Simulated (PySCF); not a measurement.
C$_{2}$H$_{2}$N (SMILES [CH2-]C#N), charge -1, singlet, geometry from GFN2-xTB; CCSD/def2-SVP in PySCF.

Here is a job for PySCF.
```python
from pyscf import gto, scf, cc

mol = gto.Mole()
mol.atom = '''
    C     0.00239539   -0.05738577   -1.17430271
    C    -0.00030500   -0.00940597    0.17345626
    N    -0.00297384    0.15282315    1.34104101
    H     0.92298158   -0.33199703   -1.68935248
    H    -0.91470705   -0.33701456   -1.69285587
'''
mol.basis = 'def2-svp'
mol.charge = -1
mol.verbose = 5
mol.cart = True
mol.build()

mf = scf.RHF(mol)
mf.kernel()

mycc = cc.CCSD(mf)
mycc.kernel()
print('E(CCSD) = %.10f' % mycc.e_tot)
```

Question: Predict the main parts of the log of this PySCF run.

Answer: 
```
PySCF version 2.14.0

[INPUT] verbose = 5
[INPUT] max_memory = 4000
[INPUT] num. atoms = 5
[INPUT] num. electrons = 22
[INPUT] charge = -1
[INPUT] spin (= nelec alpha-beta = 2S) = 0
[INPUT] symmetry False subgroup None
[INPUT] Mole.unit = angstrom
[INPUT] Cartesian GTO integrals (6d 10f)
[INPUT] Symbol           X                Y                Z      unit          X                Y                Z       unit  Magmom
[...]
[INPUT] ---------------- BASIS SET ----------------
[INPUT] l, kappa, [nprim/nctr], expnt,             c_1 c_2 ...
[INPUT] C
[...]
                                186.29004992      0.040638409211
                                42.251176346      0.18025593888
                                11.676557932      0.46315121755
                                3.5930506482      0.44087173314
[...]
                                2.0103545142      0.21117025112
                                0.54771004707     0.51328172114
[...]
[INPUT] N
[...]
                                257.64812677      -0.040221581118
                                58.458245853      -0.1793114499
                                16.198367905      -0.46376317823
                                5.0052600809      -0.44171422662
[...]
                                2.9257372874      -0.21807045028
                                0.79927750754     -0.51294466049
[...]
[INPUT] H
[...]
                                1.9622572         0.13796524
                                0.44453796        0.47831935
[...]
nuclear repulsion = 53.2282591284452
number of shells = 24
number of NR pGTOs = 89
number of NR cGTOs = 55
basis = def2-svp
ecp = {}

******** <class 'pyscf.scf.hf.RHF'> ********
method = RHF
initial guess = minao
damping factor = 0
level_shift factor = 0
DIIS = <class 'pyscf.scf.diis.CDIIS'>
diis_start_cycle = 1
diis_space = 8
diis_damp = 0
SCF conv_tol = 1e-09
SCF conv_tol_grad = None
SCF max_cycles = 50
direct_scf = True
direct_scf_tol = 1e-13
Set gradient conv threshold to 3.16228e-05
Initial guess from minao.
E1 = -281.55407944452014  E2 = 96.83068736167384  Ecoul = 114.4570920274981  Exc = -17.626404665824268
init E= -131.495132954401
cond(S) = 7973.005811592494
[...]
  mo_energy =
[-15.60767007 -11.31666113 -11.30566648  -1.52069956  -1.1793073
  -0.63247012  -0.52960523  -0.42929728  -0.41006594  -0.35558394
  -0.17132453   0.08142766   0.15528339   0.17730409   0.25855785
   0.31408911   0.39090736   0.64445174   0.6635278    0.68996528
   0.70724025   0.75630071   0.79201403   0.80885653   0.81194404
   0.86090211   0.95394334   1.06171652   1.07167785   1.17434515
   1.30035278   1.42622396   1.58396559   1.80002982   1.81627691
   1.8628324    1.88790237   1.95144017   2.00792519   2.28624204
   2.32010703   2.44517418   2.50614603   2.53828294   2.57389361
   2.6905702    3.05251442   3.06261157   3.24607735   3.35797542
   3.5455571    3.81476583   5.58942727   5.81930099   6.07023483]
E1 = -288.7289227195963  E2 = 104.36733814635552  Ecoul = 122.29991616604852  Exc = -17.932578019692997
cycle= 1 E= -131.133325444796  delta_E= 0.362  |g|= 0.455  |ddm|= 2.43
[...]
  mo_energy =
[-15.03202698 -11.0884326  -10.94807878  -0.87239101  -0.73272241
  -0.43329855  -0.37151497  -0.23053856  -0.17491204  -0.1366157
  -0.01701382   0.3745412    0.40634531   0.52118626   0.52700806
   0.57490019   0.66090241   0.89084699   0.92210864   0.95245543
   1.02821082   1.03221872   1.08405836   1.09259402   1.13505087
   1.15504766   1.23853369   1.46793274   1.47102093   1.51646988
   1.68479965   1.7051665    1.87681535   2.04441195   2.10284235
   2.14621507   2.18957903   2.23683646   2.25913846   2.59798354
   2.6277151    2.79117871   2.86415642   2.97693626   2.99597528
   3.01831062   3.36044579   3.39406454   3.63403713   3.76538763
   3.90760623   4.22945147   5.91323111   6.13862864   6.59731726]
E1 = -287.53421206034494  E2 = 103.13393218493161  Ecoul = 120.90035655975989  Exc = -17.766424374828276
cycle= 2 E= -131.172020746968  delta_E= -0.0387  |g|= 0.339  |ddm|= 0.65
[...]
  mo_energy =
[-15.30259034 -11.01189712 -10.93375056  -0.92420933  -0.71409283
  -0.40966444  -0.34686411  -0.28197133  -0.24969359  -0.18239446
  -0.0386585    0.39561025   0.41655368   0.50623311   0.51390285
   0.57574046   0.6775986    0.91235571   0.94283221   0.96859572
   1.03669535   1.04480367   1.08817707   1.09560947   1.11721238
   1.16073975   1.24463829   1.37769939   1.38310326   1.47280521
   1.66341275   1.7143592    1.89189973   2.07516561   2.11840734
   2.16010473   2.19363214   2.25093833   2.28822004   2.60771519
   2.6375194    2.78615997   2.84279477   2.88289536   2.91255472
   3.01675745   3.38204391   3.38247188   3.59295052   3.71024519
   3.88562622   4.17112296   5.94643775   6.16265866   6.42086658]
E1 = -287.78455215232196  E2 = 103.36054788559517  Ecoul = 121.18910186049389  Exc = -17.828553974898725
cycle= 3 E= -131.195745138282  delta_E= -0.0237  |g|= 0.0593  |ddm|= 0.299
[...]
  mo_energy =
[-15.29639684 -11.04304669 -10.98611647  -0.93365897  -0.73180272
  -0.42419006  -0.35676114  -0.29358292  -0.26122967  -0.19223927
  -0.05328942   0.39768473   0.4153715    0.50277987   0.50585482
   0.56766323   0.67378727   0.90685315   0.93105496   0.95419133
   1.02359879   1.0326069    1.08250817   1.09216431   1.11141796
   1.14836226   1.23260307   1.37251796   1.37976924   1.46359836
   1.6481426    1.7091664    1.87965073   2.07631871   2.1016955
   2.14224009   2.18409486   2.24114128   2.28743389   2.59751511
   2.62836005   2.77164753   2.83359713   2.87410801   2.9018936
   3.0055956    3.37026474   3.37218027   3.57913181   3.69706092
   3.87041096   4.15769154   5.91666539   6.13711669   6.41974811]
E1 = -287.86054343249526  E2 = 103.43507540161404  Ecoul = 121.27018149642038  Exc = -17.835106094806335
cycle= 4 E= -131.197208902436  delta_E= -0.00146  |g|= 0.02  |ddm|= 0.112
[...]
  mo_energy =
[-15.29324182 -11.0361121  -10.96602465  -0.93143526  -0.72418979
[...]
   1.02784775   1.03685667   1.08270849   1.09526294   1.11509828
   1.1548691    1.23633724   1.37203941   1.38061596   1.46419753
   1.65169384   1.7138419    1.88468263   2.07928046   2.10572943
   2.14552198   2.18830769   2.24486906   2.29083646   2.60242776
   2.63327773   2.77657449   2.836299     2.87476983   2.9043899
   3.01068099   3.37528827   3.37804586   3.58322304   3.69987614
   3.87531655   4.16170181   5.92698044   6.14535922   6.41993738]
E1 = -287.81019667172757  E2 = 103.38450007952902  Ecoul = 121.21649821775765  Exc = -17.831998138228627
cycle= 8 E= -131.197437463753  delta_E= -1.58e-06  |g|= 0.000465  |ddm|= 0.00329
[...]
  mo_energy =
[-15.29507429 -11.03529515 -10.96848878  -0.93198739  -0.72443605
  -0.41890196  -0.35215607  -0.29508289  -0.25864774  -0.18962125
  -0.05084655   0.39958747   0.41846746   0.50493583   0.50877233
   0.56895763   0.67685102   0.91020104   0.93462092   0.95590783
   1.02781884   1.03683893   1.08272567   1.09524538   1.11506531
   1.15483014   1.23631387   1.37199861   1.38063668   1.46418982
   1.65164552   1.71380608   1.88463864   2.07925454   2.10568349
   2.14548025   2.18827306   2.24483072   2.29080517   2.60238293
   2.63324219   2.77652774   2.83627379   2.87475666   2.90436112
   3.01064093   3.37525371   3.37800876   3.58318967   3.69984994
   3.87528213   4.16165868   5.92691434   6.14528934   6.41992626]
E1 = -287.81079579705744  E2 = 103.38509889837476  Ecoul = 121.2171483381546  Exc = -17.832049439779837
cycle= 9 E= -131.197437770238  delta_E= -3.06e-07  |g|= 0.000138  |ddm|= 0.00194
[...]
  mo_energy =
[-15.29500978 -11.03524654 -10.9685134   -0.93194012  -0.72443642
  -0.41891135  -0.3521695   -0.29504276  -0.2586282   -0.18958551
  -0.05084616   0.39957886   0.4184742    0.50494589   0.50878133
   0.5689645    0.6768469    0.91018696   0.934627     0.95592223
   1.02783171   1.03684586   1.08274646   1.09524089   1.11505955
   1.15481209   1.23631973   1.37202135   1.38067298   1.46421284
   1.65167589   1.71379222   1.88463757   2.07924647   2.105702
   2.14550685   2.18828198   2.24483563   2.29079456   2.60237909
   2.63323656   2.77653224   2.83629191   2.87479337   2.90437923
   3.01063922   3.37525678   3.37800001   3.58321299   3.69988089
   3.87529413   4.16169451   5.92691787   6.14529939   6.41997933]
E1 = -287.81071174156546  E2 = 103.38501482391077  Ecoul = 121.21705391162595  Exc = -17.832039087715188
cycle= 10 E= -131.19743778921  delta_E= -1.9e-08  |g|= 2.62e-05  |ddm|= 0.000561
[...]
  mo_energy =
[-15.29500657 -11.03524446 -10.96852403  -0.93193713  -0.72443929
  -0.41891646  -0.35217478  -0.29503924  -0.25862737  -0.18958337
  -0.05084646   0.39957569   0.41847436   0.50494583   0.50878038
   0.56896506   0.676844     0.91018287   0.93462569   0.95592334
   1.02783093   1.03684529   1.08274901   1.09523879   1.11505504
   1.15480655   1.23631785   1.37202415   1.38067707   1.4642151
   1.65167614   1.71378634   1.88463483   2.07924154   2.1057024
   2.14550861   2.18828012   2.24483382   2.29078919   2.60237467
   2.63323296   2.77652909   2.83629162   2.87479623   2.90437907
   3.01063511   3.37525353   3.37799551   3.58321326   3.69988297
   3.87529279   4.16169578   5.92691457   6.1452961    6.41998403]
E1 = -287.8107229156462  E2 = 103.38502599729225  Ecoul = 121.21706652447767  Exc = -17.832040527185427
cycle= 11 E= -131.197437789909  delta_E= -6.99e-10  |g|= 5.65e-06  |ddm|= 0.000138
[...]
  mo_energy =
[-15.295005   -11.03524426 -10.96852394  -0.93193675  -0.72443923
  -0.41891629  -0.35217452  -0.29503919  -0.25862718  -0.18958307
  -0.05084603   0.39957593   0.41847467   0.50494604   0.50878048
   0.56896508   0.67684426   0.91018306   0.9346259    0.95592342
   1.02783127   1.03684529   1.08274907   1.09523904   1.11505543
   1.15480672   1.23631804   1.37202436   1.38067738   1.46421517
   1.65167652   1.71378684   1.88463513   2.07924212   2.10570256
   2.14550875   2.18828047   2.2448342    2.29078975   2.60237501
   2.63323337   2.77652939   2.8362919    2.8747965    2.90437935
   3.01063547   3.37525384   3.37799594   3.58321356   3.69988324
   3.8752931    4.16169619   5.92691464   6.14529632   6.41998476]
E1 = -287.8107211342697  E2 = 103.38502421588511  Ecoul = 121.2170645116756  Exc = -17.83204029579049
Extra cycle  E= -131.197437789939  delta_E= -3.07e-11  |g|= 3e-06  |ddm|= 2.58e-05
converged SCF energy = -131.197437789939

******** <class 'pyscf.cc.ccsd.CCSD'> ********
CC2 = 0
CCSD nocc = 11, nmo = 55
max_cycle = 50
direct = 0
conv_tol = 1e-07
conv_tol_normt = 1e-05
diis_space = 6
diis_start_cycle = 0
diis_start_energy_diff = 1e+09
Init t2, MP2 energy = -131.641848545549  E_corr(MP2) -0.44441075560978
Init E_corr(CCSD) = -0.444410755615507
cycle = 1  E_corr(CCSD) = -0.443669180097915  dE = 0.000741575518  norm(t1,t2) = 0.0608544
cycle = 2  E_corr(CCSD) = -0.458121321098555  dE = -0.014452141  norm(t1,t2) = 0.0203981
cycle = 3  E_corr(CCSD) = -0.458201689006402  dE = -8.03679078e-05  norm(t1,t2) = 0.00907213
cycle = 4  E_corr(CCSD) = -0.460189330791138  dE = -0.00198764178  norm(t1,t2) = 0.00410111
cycle = 5  E_corr(CCSD) = -0.460286056858976  dE = -9.67260678e-05  norm(t1,t2) = 0.00085284
cycle = 6  E_corr(CCSD) = -0.46019003496199  dE = 9.6021897e-05  norm(t1,t2) = 0.000296008
cycle = 7  E_corr(CCSD) = -0.460190870877818  dE = -8.35915828e-07  norm(t1,t2) = 9.51916e-05
cycle = 8  E_corr(CCSD) = -0.460196782680602  dE = -5.91180278e-06  norm(t1,t2) = 3.66167e-05
cycle = 9  E_corr(CCSD) = -0.460194393402326  dE = 2.38927828e-06  norm(t1,t2) = 1.86582e-05
cycle = 10  E_corr(CCSD) = -0.460194907049151  dE = -5.13646826e-07  norm(t1,t2) = 5.83669e-06
cycle = 11  E_corr(CCSD) = -0.460194671191446  dE = 2.35857705e-07  norm(t1,t2) = 1.92051e-06
cycle = 12  E_corr(CCSD) = -0.460194682398625  dE = -1.12071792e-08  norm(t1,t2) = 7.15338e-07
CCSD converged
E(CCSD) = -131.6576324723381  E_corr = -0.4601946823986255
E(CCSD) = -131.6576324723
```
